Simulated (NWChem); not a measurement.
System: C₃H₄O₂Si; SMILES C#C[SiH2]OC=O

Excerpt of the output:

```
             Northwest Computational Chemistry Package (NWChem) 7.3.0
             --------------------------------------------------------

                             Geometry "geometry" -> ""
                             -------------------------

 Output coordinates in angstroms (scale by  1.889725989 to convert to a.u.)

  No.       Tag          Charge          X              Y              Z
 ---- ---------------- ---------- -------------- -------------- --------------
    1 C                    6.0000     1.08693800     2.53595700    -0.22730700
    2 C                    6.0000     0.27903100     1.65055600    -0.03437200
    3 Si                  14.0000    -0.97035800     0.36415500     0.26258200
    4 O                    8.0000    -0.65093500    -1.04101500    -0.66450100
    5 C                    6.0000     0.40280000    -1.82191000    -0.36102900
    6 O                    8.0000     1.18982300    -1.60887100     0.52782500
    7 H                    1.0000     1.80527000     3.30831700    -0.39547200
    8 H                    1.0000    -1.06220000     0.02196900     1.69721500
    9 H                    1.0000    -2.27857000     0.80227400    -0.26727300
   10 H                    1.0000     0.44871700    -2.68847800    -1.03741000

 Effective nuclear repulsion energy (a.u.)     260.6923710997

                              NWChem Property Module
                              ----------------------

  itol2e modified to match energy
  convergence criterion.

                                 NWChem DFT Module
                                 -----------------

 Summary of "ao basis" -> "ao basis" (spherical)
 ------------------------------------------------------------------------------
       Tag                 Description            Shells   Functions and Types
 ---------------- ------------------------------  ------  ---------------------
 C                          pcsseg-1                 7       17   3s3p1d
 Si                         pcsseg-1                10       24   4s5p1d
 O                          pcsseg-1                 7       17   3s3p1d
 H                          pcsseg-1                 3        5   2s1p

  itol2e modified to match energy
  convergence criterion.

[...]

          -----------------------------------------
          Chemical Shielding Tensors (GIAO, in ppm)
          -----------------------------------------

                                NWChem CPHF Module
                                ------------------

  scftype          =     RHF
  nclosed          =       26
  nopen            =        0
  variables        =     2678
  # of vectors     =        3
  tolerance        = 0.10D-03
  level shift      = 0.00D+00
  max iterations   =       50
  max subspace     =       30

 SCF residual:    4.4134602340968974E-005

Iterative solution of linear equations
  No. of variables     2678
  No. of equations        3
  Maximum subspace       30
        Iterations       50
       Convergence  1.0D-04

   iter   nsub   residual    time
   ----  ------  --------  ---------
     1      3    1.73D-05     140.5

      Atom:    1  C
        Diamagnetic
    264.3473     16.6013     -3.9429
     16.6013    264.6873     -3.5511
     -3.9429     -3.5511    248.2735

        Paramagnetic
   -153.3651     94.6739    -16.6518
     94.6739   -131.8925    -21.2372
    -16.6518    -21.2372   -232.5682

        Total Shielding Tensor
    110.9822    111.2752    -20.5947
    111.2752    132.7948    -24.7883
    -20.5947    -24.7883     15.7053

           isotropic =      86.4941
          anisotropy =     227.7886

          Principal Components and Axis System
                 1           2           3
              238.3532     12.0276      9.1016

      1         0.6642      0.5071      0.5493
      2         0.7338     -0.3015     -0.6088
      3        -0.1431      0.8074     -0.5724

      Atom:    2  C
        Diamagnetic
    262.3582     23.1835     -5.3686
     23.1835    264.9346     -4.9681
     -5.3686     -4.9681    240.0766

        Paramagnetic
   -124.8042    104.5761    -26.7827
    104.5761   -102.2986    -22.8971
    -26.7827    -22.8971   -214.9099

        Total Shielding Tensor
    137.5540    127.7596    -32.1513
    127.7596    162.6360    -27.8652
    -32.1513    -27.8652     25.1667

           isotropic =     108.4522
          anisotropy =     265.3153

          Principal Components and Axis System
                 1           2           3
              285.3291     25.3311     14.6965

      1         0.6653      0.5376      0.5181
      2         0.7292     -0.6169     -0.2963
      3        -0.1603     -0.5749      0.8024

      Atom:    3  Si
        Diamagnetic
    883.6079     -1.3498     -0.9152
     -1.3498    888.1370      3.0893
     -0.9152      3.0893    881.7583

        Paramagnetic
   -489.6116    -14.2866      1.4545
    -14.2866   -454.8882     29.3849
      1.4545     29.3849   -471.1843

        Total Shielding Tensor
    393.9962    -15.6364      0.5393
    -15.6364    433.2488     32.4742
      0.5393     32.4742    410.5740

           isotropic =     412.6064
          anisotropy =      69.2070

          Principal Components and Axis System
                 1           2           3
              458.7444    399.0828    379.9919

      1        -0.1922      0.7624     -0.6180
      2         0.8147     -0.2271     -0.5335
      3         0.5471      0.6060      0.5775

      Atom:    4  O
        Diamagnetic
    397.4457    -14.5957      0.2010
    -14.5957    407.1735      7.8486
      0.2010      7.8486    387.6114

        Paramagnetic
   -234.7133    -22.7329    -49.9847
    -22.7329   -285.3067    -95.5983
    -49.9847    -95.5983   -346.5476

[...]
```

Level: KT2/pcSseg-1, GIAO. Structure relaxed at the B3LYP/6-31G* (spherical d) level. The printed shielding anisotropy is the first printed principal value minus the mean of the other two.

### Question
Write an input that gives this output.

### Answer
One answer among several that fit: the input that was run:
```
start job
memory heap 200 mb stack 900 mb global 1100 mb
geometry units angstroms noautosym nocenter noautoz
  C      1.086938     2.535957    -0.227307
  C      0.279031     1.650556    -0.034372
  Si    -0.970358     0.364155     0.262582
  O     -0.650935    -1.041015    -0.664501
  C      0.402800    -1.821910    -0.361029
  O      1.189823    -1.608871     0.527825
  H      1.805270     3.308317    -0.395472
  H     -1.062200     0.021969     1.697215
  H     -2.278570     0.802274    -0.267273
  H      0.448717    -2.688478    -1.037410
end
basis spherical
  * library pcsseg-1
end
dft
  xc kt2
  iterations 150
end
property
  shielding
end
task dft property
```
